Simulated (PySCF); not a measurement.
**Structure from 2D NMR**

Compound of formula C$_{5}$H$_{6}$N$_{4}$. Correlations simulated from computed shifts and the bond graph:

HSQC (one-bond C–H):
| δH | δC |
| --- | --- |
| 3.75 | 30.6 |
| 2.59 | 12.7 |

HMBC (two and three bonds, from the bond graph):
| δH | δC |
| --- | --- |
| 3.75 | 155.1, 138.0 |
| 2.59 | 155.1 |

Carbons without hydrogens: δ 155.1, 138.0, 115.9.

All values are calculated (PySCF 2.14.0 with density-fitted response routines): GFN2-xTB geometry, NMR shieldings at PBE0/pcSseg-1/GIAO. Equivalent nuclei averaged, isolated molecule, non-relativistic, one conformer.

Shifts are taken against calculated references (same method and geometry level): TMS for ¹H (σ = 31.72 ppm) and ¹³C (σ = 186.93 ppm).

Exchangeable hydrogens are left out of these lists.

**Question.** Work out the connectivity.

**Answer.** SMILES Cc1nnc(C#N)n1C.

Structure with atom numbers: `[CH3:1][c:2]1[n:3][n:4][c:5]([C:6]#[N:7])[n:8]1[CH3:9]`. Each H is labelled by its parent atom.

δC 155.1 is C2, a substituted aromatic carbon next to a ring nitrogen. δC 138.0 is C5, a substituted aromatic carbon next to a ring nitrogen. δC 115.9 is C6, a nitrile carbon. δC 30.6 is C9, a methyl carbon bonded to N (δH 3.75). δC 12.7 is C1, a methyl carbon on an aromatic ring (δH 2.59). HMBC from δH 3.75 reaches the proton-free carbons C2, C5. HMBC from δH 2.59 reaches the proton-free carbon C2.

The data come from this structure; uniqueness wasn't tested.

Shifts are as computed. Against solution values, carbons near 30 ppm lie about +3 ppm off and those near 130 ppm about +5 ppm. Of 1211 compounds with measured shifts, 218 miss one by over three times the rms of a fit or turn the order of signals round; such compounds aren't used in these exercises.
